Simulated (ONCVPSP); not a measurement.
**Varying the ONCV potential for praseodymium**

Base potential:

praseodymium (Pr), optimised norm-conserving Vanderbilt (ONCV), made with ONCVPSP 4.0.1 (LDA (Perdew-Zunger), scalar-relativistic). Core [Kr] 4d10, reference 4f3 5s2 5p6 6s1 (charge +1). Waves: 5s+6s: rc 2.45 bohr, ncon 4, nbas 8, qcut 4.8 1/bohr, 2 projectors; 5p: rc 1.80 bohr, ncon 4, nbas 8, qcut 4.4 1/bohr, 3 projectors, debl 1.3 Ha; d scattering state at 0.42 Ha: rc 1.90 bohr, ncon 3, nbas 8, qcut 4.6 1/bohr, 1 projector; 4f: rc 1.85 bohr, ncon 5, nbas 10, qcut 7.7 1/bohr, 1 projector. Local part: polynomial inside 1.65 bohr (lpopt 5, dvloc0 0 Ha). Core correction: Teter function, fcfact 4.5, rcfact 1.5.

In the d channel the program set the typed energies aside and used 0.050 Ha.

All-electron outer shells of the reference configuration (LDA (Perdew-Zunger), scalar-relativistic, ld1.x):

```csv
shell,level (eV),outermost node (bohr),outermost maximum (bohr)
5s,-45.07,0.74,1.35
5p,-27.45,0.79,1.53
6s,-8.33,1.80,3.57
4f,-7.29,–,0.69
```

Cutoffs, loose and tight: the cutoffs (Ha) at which the residual kinetic energy of the hardest occupied pseudo-wave falls to 1 and 0.1 mHa per electron. They do not see the model core or the augmentation charge, which bear on the density cutoff. Test errors are all-electron minus pseudo excitation energies from the reference, over the configurations 4f3 5s2 5p6 6s2; 4f3 5s2 5p6 6s0; 4f2 5s2 5p6 6s0; 4f2 5s2 5p6 5d1 6s2. A dash means not determined; rows that change the core or the reference have their own tests.

A true bound ghost makes a file unfit for plane-wave use even where its test errors are small: the radial tests pick states by their node count and pass the ghost by.

```tsv
change	outcome	cutoff, loose	cutoff, tight	bound ghosts	GHOST(+) flags above zero	largest test error (meV)
base	generated, projector energies reset by the program	79 Ha	122 Ha	none	s, p	tests left out (the all-electron energies of this program are off by 10 to 40 meV for near-neutral 4f atoms)
all radii but the core radius scaled by about 0.78 (s 1.92, p 1.40, d 1.48, f 1.44 bohr); local potential polynomial inside 1.28 bohr (lpopt 5, dvloc0 0 Ha)	generated	204 Ha	223 Ha	s, p	p	tests left out (the all-electron energies of this program are off by 10 to 40 meV for near-neutral 4f atoms)
all radii but the core radius scaled by about 1.03 (s 2.52, p 1.86, d 1.96, f 1.90 bohr); local potential polynomial inside 1.70 bohr (lpopt 5, dvloc0 0 Ha)	generated, projector energies reset by the program	56 Ha	114 Ha	none	s, p	tests left out (the all-electron energies of this program are off by 10 to 40 meV for near-neutral 4f atoms)
all radii but the core radius scaled by about 1.20 (s 2.94, p 2.16, d 2.28, f 2.22 bohr); local potential polynomial inside 1.98 bohr (lpopt 5, dvloc0 0 Ha)	generated, projector energies reset by the program	26 Ha	31 Ha	none	none	tests left out (the all-electron energies of this program are off by 10 to 40 meV for near-neutral 4f atoms)
all radii but the core radius scaled by about 1.26 (s 3.10, p 2.28, d 2.40, f 2.34 bohr); local potential polynomial inside 2.08 bohr (lpopt 5, dvloc0 0 Ha)	generated, projector energies reset by the program	25 Ha	28 Ha	none	none	tests left out (the all-electron energies of this program are off by 10 to 40 meV for near-neutral 4f atoms)
all radii but the core radius scaled by about 1.30 (s 3.20, p 2.34, d 2.48, f 2.42 bohr); local potential polynomial inside 2.16 bohr (lpopt 5, dvloc0 0 Ha)	generated, projector energies reset by the program	25 Ha	27 Ha	none	p	tests left out (the all-electron energies of this program are off by 10 to 40 meV for near-neutral 4f atoms)
```

Task: What comes out with this change to the base: all radii but the core radius scaled by about 0.86 (s 2.12, p 1.56, d 1.64, f 1.60 bohr); local potential polynomial inside 1.44 bohr (lpopt 5, dvloc0 0 Ha)?

Result: outcome: generated, projector energies reset by the program; cutoff, loose: 160 Ha; cutoff, tight: 176 Ha; bound ghosts: p; GHOST(+) flags above zero: s, p; largest test error (meV): tests left out (the all-electron energies of this program are off by 10 to 40 meV for near-neutral 4f atoms).

Task: What comes out with this change to the base: all radii but the core radius scaled by about 1.12 (s 2.76, p 2.02, d 2.14, f 2.08 bohr); local potential polynomial inside 1.86 bohr (lpopt 5, dvloc0 0 Ha)?

Result: outcome: generated, projector energies reset by the program; cutoff, loose: 28 Ha; cutoff, tight: 69 Ha; bound ghosts: none; GHOST(+) flags above zero: s; largest test error (meV): tests left out (the all-electron energies of this program are off by 10 to 40 meV for near-neutral 4f atoms).

Task: What comes out with this change to the base: all radii but the core radius scaled by about 0.92 (s 2.24, p 1.64, d 1.74, f 1.70 bohr); local potential polynomial inside 1.52 bohr (lpopt 5, dvloc0 0 Ha)?

Result: outcome: generated, projector energies reset by the program; cutoff, loose: 136 Ha; cutoff, tight: 152 Ha; bound ghosts: p; GHOST(+) flags above zero: s, p; largest test error (meV): tests left out (the all-electron energies of this program are off by 10 to 40 meV for near-neutral 4f atoms).

Reading the sweep of the scale of all radii but the core radius (base = 1) (base included, trends over the rows without a ghost): The loose cutoff falls from 79 Ha at 1 to 25 Ha at 1.3. A larger radius leaves more room for a smooth pseudo-wave, so fewer plane waves are needed; a smaller one forces it to follow the all-electron wave where it bends sharply. Bound ghosts are found at 0.78, 0.86, 0.92.
